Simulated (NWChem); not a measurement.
System: GeH₄S₂; SMILES [SH][GeH2][SH]

Output (shortened):

```
             Northwest Computational Chemistry Package (NWChem) 7.3.0
             --------------------------------------------------------

 C2  symmetry detected

                             Geometry "geometry" -> ""
                             -------------------------

 Output coordinates in angstroms (scale by  1.889725989 to convert to a.u.)

  No.       Tag          Charge          X              Y              Z
 ---- ---------------- ---------- -------------- -------------- --------------
    1 Ge                  32.0000     0.00000000     0.00000000    -0.61989005
    2 S                   16.0000     1.83013427     0.02381967     0.62765762
    3 S                   16.0000    -1.83013427    -0.02381967     0.62765762
    4 H                    1.0000     0.06618969     1.22963846    -1.49805673
    5 H                    1.0000    -0.06618969    -1.22963846    -1.49805673
    6 H                    1.0000     1.45329825    -1.00759240     1.37377562
    7 H                    1.0000    -1.45329825     1.00759240     1.37377562

 Effective nuclear repulsion energy (a.u.)     346.3482821511

      Symmetry information
      --------------------

 Group name             C2
 Group number              4
 Group order               2
 No. of unique centers     4

                                Z-matrix (autoz)
                                --------

 Units are Angstrom for bonds and degrees for angles

      Type          Name      I     J     K     L     M      Value
      ----------- --------  ----- ----- ----- ----- ----- ----------
    1 Stretch                  1     2                       2.21502
    2 Stretch                  1     3                       2.21502
    3 Stretch                  1     4                       1.51247
    4 Stretch                  1     5                       1.51247
    5 Stretch                  2     6                       1.32759
    6 Stretch                  3     7                       1.32759
    7 Bend                     1     2     6                94.22386
    8 Bend                     1     3     7                94.22386
    9 Bend                     2     1     3               111.44235
   10 Bend                     2     1     4               106.38645
   11 Bend                     2     1     5               111.83387
   12 Bend                     3     1     4               111.83387
   13 Bend                     3     1     5               106.38645
   14 Bend                     4     1     5               109.01207
   15 Torsion                  2     1     3     7          50.82757
   16 Torsion                  3     1     2     6          50.82757
   17 Torsion                  4     1     2     6         172.96701
   18 Torsion                  4     1     3     7         -68.11108
   19 Torsion                  5     1     2     6         -68.11108
   20 Torsion                  5     1     3     7         172.96701

                           NWChem Geometry Optimization
                           ----------------------------

 maximum gradient threshold         (gmax) =   0.000450
 rms gradient threshold             (grms) =   0.000300
 maximum cartesian step threshold   (xmax) =   0.001800
 rms cartesian step threshold       (xrms) =   0.001200
 fixed trust radius                (trust) =   0.300000
 source of zmatrix                         =   autoz

          -------------------
          Energy Minimization
          -------------------

 Using diagonal initial Hessian
 Scaling for Hessian diagonals: bonds = 1.00  angles = 0.25  torsions = 0.10

          --------
          Step   0

                                 NWChem DFT Module
                                 -----------------

 Summary of "ao basis" -> "ao basis" (spherical)
 ------------------------------------------------------------------------------
       Tag                 Description            Shells   Functions and Types
 ---------------- ------------------------------  ------  ---------------------
 Ge                         def2-svp                12       32   5s4p3d
 S                          def2-svp                 8       18   4s3p1d
 H                          def2-svp                 3        5   2s1p

      Symmetry analysis of basis
      --------------------------

        a          46
        b          42

            General Information
            -------------------
          SCF calculation type: DFT
          Wavefunction type:  closed shell.
          No. of atoms     :     7
          No. of electrons :    68
           Alpha electrons :    34
            Beta electrons :    34
          Charge           :     0
          Spin multiplicity:     1
          Use of symmetry is: on ; symmetry adaption is: on
          Maximum number of iterations: 150
          AO basis - number of functions:    88
                     number of shells:    40
          Convergence on energy requested:  1.00D-06
          Convergence on density requested:  1.00D-05
          Convergence on gradient requested:  5.00D-04

              XC Information
              --------------
                         PBE0 Method XC Functional
                     Hartree-Fock (Exact) Exchange  0.250
          PerdewBurkeErnzerhof Exchange Functional  0.750
            Perdew 1991 LDA Correlation Functional  1.000 local
           PerdewBurkeErnz. Correlation Functional  1.000 non-local

             Grid Information
             ----------------
          Grid used for XC integration:  medium
          Radial quadrature: Mura-Knowles
          Angular quadrature: Lebedev.
          Tag              B.-S. Rad. Rad. Pts. Rad. Cut. Ang. Pts.
          ---              ---------- --------- --------- ---------
          Ge                  1.25      112           8.0       590
          S                   1.00       88          10.0       590
          H                   0.35       45          11.0       434
          Grid pruning is: on
          Number of quadrature shells:   290
          Spatial weights used:  Erf1

      Superposition of Atomic Density Guess
      -------------------------------------

 Sum of atomic energies:       -2871.73524330

      Non-variational initial energy
      ------------------------------

 Total energy =   -2872.619110
 1-e energy   =   -4686.537158
 2-e energy   =    1467.569765
 HOMO         =      -0.298584
 LUMO         =       0.057617

      Symmetry analysis of molecular orbitals - initial
      -------------------------------------------------

  Numbering of irreducible representations:

     1 a           2 b

  Orbital symmetries:

     1 a           2 a           3 b           4 a           5 b
     6 a           7 b           8 a           9 b          10 a
    11 b          12 a          13 a          14 b          15 b
    16 a          17 b          18 a          19 b          20 b
    21 a          22 b          23 a          24 a          25 a
    26 b          27 a          28 b          29 a          30 b
    31 a          32 b          33 a          34 b          35 a
    36 b          37 a          38 b          39 a          40 b
    41 a          42 b          43 b          44 a

   convergence    iter        energy       DeltaE   RMS-Dens  Diis-err
 ---------------- ----- ----------------- --------- --------- ---------
 d= 0,ls=0.0,diis     1  -2874.7340742543 -3.22D+03  1.06D-02  3.40D-01
 d= 0,ls=0.0,diis     2  -2874.7529571432 -1.89D-02  5.95D-03  1.70D-01
 d= 0,ls=0.0,diis     3  -2874.7789462065 -2.60D-02  1.49D-03  2.88D-02
 d= 0,ls=0.0,diis     4  -2874.7820733213 -3.13D-03  2.20D-04  1.54D-03
 d= 0,ls=0.0,diis     5  -2874.7821839359 -1.11D-04  5.48D-05  2.27D-05
  Resetting Diis
 d= 0,ls=0.0,diis     6  -2874.7821858276 -1.89D-06  1.32D-05  1.13D-06
 d= 0,ls=0.0,diis     7  -2874.7821859874 -1.60D-07  5.54D-06  5.22D-08

         Total DFT energy =    -2874.782185987422
      One electron energy =    -4687.325049422914
           Coulomb energy =     1597.619191761280
    Exchange-Corr. energy =     -131.424610476916
 Nuclear repulsion energy =      346.348282151129

 Numeric. integr. density =       68.000011049761

                  Occupations of the irreducible representations
                  ----------------------------------------------

                     irrep           alpha         beta
                     --------     --------     --------
                     a                18.0         18.0
                     b                16.0         16.0

                       DFT Final Molecular Orbital Analysis
                       ------------------------------------

 Vector   32  Occ=2.000000D+00  E=-3.323370D-01  Symmetry=b
              MO Center=  6.9D-15,  2.1D-15,  3.7D-01, r^2= 5.1D+00
   Bfn.  Coefficient  Atom+Function         Bfn.  Coefficient  Atom+Function
  ----- ------------  ---------------      ----- ------------  ---------------
    43      0.272752  2 S  px                61      0.272752  3 S  px
    12     -0.228879  1 Ge px                40      0.225428  2 S  px
    58      0.225428  3 S  px                36      0.181200  2 S  s
    54     -0.181200  3 S  s                 44      0.144145  2 S  py
    62      0.144145  3 S  py                35      0.132607  2 S  s

[...]

      ----------------------
      Optimization converged
      ----------------------

  Step       Energy      Delta E   Gmax     Grms     Xrms     Xmax
  ---- ---------------- -------- -------- -------- -------- --------
@    7   -2874.78362952 -8.3D-08  0.00002  0.00001  0.00021  0.00045
                                     ok       ok       ok       ok

                                Z-matrix (autoz)
                                --------

 Units are Angstrom for bonds and degrees for angles

      Type          Name      I     J     K     L     M      Value     Gradient
      ----------- --------  ----- ----- ----- ----- ----- ---------- ----------
    1 Stretch                  1     2                       2.22654   -0.00002
    2 Stretch                  1     3                       2.22654   -0.00002
    3 Stretch                  1     4                       1.53638   -0.00000
    4 Stretch                  1     5                       1.53638   -0.00000
    5 Stretch                  2     6                       1.35104   -0.00000
    6 Stretch                  3     7                       1.35104   -0.00000
    7 Bend                     1     2     6                94.31926    0.00000
    8 Bend                     1     3     7                94.31926    0.00000
    9 Bend                     2     1     3               112.30721    0.00000
   10 Bend                     2     1     4               104.22857   -0.00001
   11 Bend                     2     1     5               112.02457    0.00001
   12 Bend                     3     1     4               112.02457    0.00001
   13 Bend                     3     1     5               104.22857   -0.00001
   14 Bend                     4     1     5               112.26169    0.00000
   15 Torsion                  2     1     3     7          57.55085   -0.00001
   16 Torsion                  3     1     2     6          57.55085   -0.00001
   17 Torsion                  4     1     2     6         179.03084   -0.00000
   18 Torsion                  4     1     3     7         -59.35686   -0.00000
   19 Torsion                  5     1     2     6         -59.35686   -0.00000
   20 Torsion                  5     1     3     7         179.03084   -0.00000

                         Geometry "geometry" -> "geometry"
                         ---------------------------------

 Output coordinates in angstroms (scale by  1.889725989 to convert to a.u.)

  No.       Tag          Charge          X              Y              Z
 ---- ---------------- ---------- -------------- -------------- --------------
    1 Ge                  32.0000     0.00000000     0.00000000    -0.59645286
    2 S                   16.0000     1.84859250     0.04794752     0.64365790
    3 S                   16.0000    -1.84859250    -0.04794752     0.64365790
    4 H                    1.0000     0.08654315     1.27273951    -1.45267679
    5 H                    1.0000    -0.08654315    -1.27273951    -1.45267679
    6 H                    1.0000     1.56008417    -1.09678083     1.30067681
    7 H                    1.0000    -1.56008417     1.09678083     1.30067681

 Effective nuclear repulsion energy (a.u.)     343.8149442372

      Symmetry information
      --------------------

 Group name             C2
 Group number              4
 Group order               2
 No. of unique centers     4

                Final and change from initial internal coordinates
                --------------------------------------------------

                                Z-matrix (autoz)
                                --------

 Units are Angstrom for bonds and degrees for angles

[...]

 Rotational Constants
 --------------------
 A=   0.254692 cm-1  (  0.366436 K)
 B=   0.073527 cm-1  (  0.105786 K)
 C=   0.059391 cm-1  (  0.085449 K)

 Temperature                      =   298.15K
 frequency scaling parameter      =   1.0000

 Zero-Point correction to Energy  =   21.897 kcal/mol  (  0.034896 au)
 Thermal correction to Energy     =   25.675 kcal/mol  (  0.040916 au)
 Thermal correction to Enthalpy   =   26.267 kcal/mol  (  0.041859 au)

 Total Entropy                    =   77.582 cal/mol-K
   - Translational                =   40.743 cal/mol-K (mol. weight = 141.8973)
   - Rotational                   =   25.386 cal/mol-K (symmetry #  =        2)
   - Vibrational                  =   11.453 cal/mol-K

 Cv (constant volume heat capacity) =   19.569 cal/mol-K
   - Translational                  =    2.979 cal/mol-K
   - Rotational                     =    2.979 cal/mol-K
   - Vibrational                    =   13.610 cal/mol-K

[normal modes left out]

 ----------------------------------------------------------------------------
 Normal Eigenvalue ||           Projected Infra Red Intensities
  Mode   [cm**-1]  || [atomic units] [(debye/angs)**2] [(KM/mol)] [arbitrary]
 ------ ---------- || -------------- ----------------- ---------- -----------
    1       -0.000 ||    0.000006           0.000         0.005       0.002
    2       -0.000 ||    0.000006           0.000         0.005       0.002
    3       -0.000 ||    0.000000           0.000         0.000       0.000
    4        0.000 ||    0.000002           0.000         0.002       0.001
    5        0.000 ||    0.000003           0.000         0.003       0.001
    6        0.000 ||    0.000011           0.000         0.010       0.004
    7      114.450 ||    0.000035           0.001         0.034       0.013
    8      185.817 ||    0.036479           0.842        35.562      13.243
    9      220.482 ||    0.033460           0.772        32.619      12.147
   10      393.213 ||    0.013853           0.320        13.504       5.029
   11      414.808 ||    0.051480           1.188        50.185      18.689
   12      438.850 ||    0.019301           0.445        18.816       7.007
   13      606.742 ||    0.002205           0.051         2.150       0.801
   14      707.090 ||    0.053056           1.224        51.721      19.261
   15      796.018 ||    0.004514           0.104         4.400       1.639
   16      810.499 ||    0.100406           2.316        97.881      36.450
   17      855.608 ||    0.076087           1.755        74.173      27.622
   18     2166.687 ||    0.083166           1.919        81.075      30.192
   19     2176.449 ||    0.103024           2.377       100.433      37.401
   20     2718.767 ||    0.001051           0.024         1.025       0.382
   21     2719.270 ||    0.000321           0.007         0.312       0.116
 ----------------------------------------------------------------------------
```

Level: PBE0/def2-SVP. 

Task: Write an input that gives this output.

Result: This is not unique; one that fits is the input that was run:
```
start job
memory heap 200 mb stack 900 mb global 1100 mb
geometry units angstroms
  Ge    -0.578735    -0.076012     0.023615
  S      0.463318     1.774695     0.652538
  S      0.851055    -1.602193    -0.706183
  H     -1.352309    -0.560863     1.229452
  H     -1.545151     0.180592    -1.111194
  H      1.155999     1.884760    -0.474665
  H      1.636712    -1.518236     0.360683
end
basis spherical
  * library def2-svp
end
dft
  xc pbe0
  iterations 150
end
driver
  maxiter 120
end
task dft optimize
task dft freq
```
